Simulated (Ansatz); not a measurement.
Stepwise reaction of `Cl[Si](Cl)(Cl)I` with hydrogen fluoride, as a gas-phase model of exchange steps in deposition or etching. ΔE in kJ/mol; ΔG adds harmonic PBE0-D4 terms to CCSD(T)/CBS, at 1 bar.

Computed with Ansatz on PBE0-D4/def2-TZVP structures; ΔE is electronic, products minus reactants. CCSD(T)/CBS adds triple-zeta CCSD(T) − MP2 to the extrapolated MP2 energy (def2 sets, frozen cores). This one scheme is used for every species. DFT in def2-TZVPP. B3LYP here is the variant with VWN-RPA as its local correlation; programs differ in this. Elements past krypton have def2 core potentials. For I outer-core shells are correlated without core-valence functions, which leaves a few kJ/mol of doubt a bond.

```json
{"step": "1", "reaction": "`Cl[Si](Cl)(Cl)I` + H–F → `F[Si](Cl)(Cl)I` + HCl", "PBE-D4": "-39.3", "B3LYP-D4": "-48.8", "ωB97M-V": "-48.6", "CCSD(T)/CBS": "-44.2", "ΔG(500 K)": "-54.0"}
{"step": "2", "reaction": "`F[Si](Cl)(Cl)I` + H–F → `F[Si](F)(Cl)I` + HCl", "PBE-D4": "-40.6", "B3LYP-D4": "-50.4", "ωB97M-V": "-50.2", "CCSD(T)/CBS": "-47.1", "ΔG(500 K)": "-52.1"}
{"step": "3", "reaction": "`F[Si](F)(Cl)I` + H–F → `F[Si](F)(F)I` + HCl", "PBE-D4": "-41.5", "B3LYP-D4": "-51.6", "ωB97M-V": "-51.2", "CCSD(T)/CBS": "-49.6", "ΔG(500 K)": "-49.8"}
```

Question: By hand: ΔE of the 3 steps together at CCSD(T)/CBS.

Answer: (-44.2) + (-47.1) + (-49.6) = -140.9 kJ/mol, or -47.0 kJ/mol a step.

In ΔE each step is lower than the one before. All are downhill at CCSD(T)/CBS. ΔG lies between -54.0 and -49.8 kJ/mol a step. PBE-D4 differs from CCSD(T)/CBS by 4.9 to 8.1 kJ/mol a step. Isolated molecules leave out the surface, adducts and barriers. Largest T1 diagnostic: 0.010.
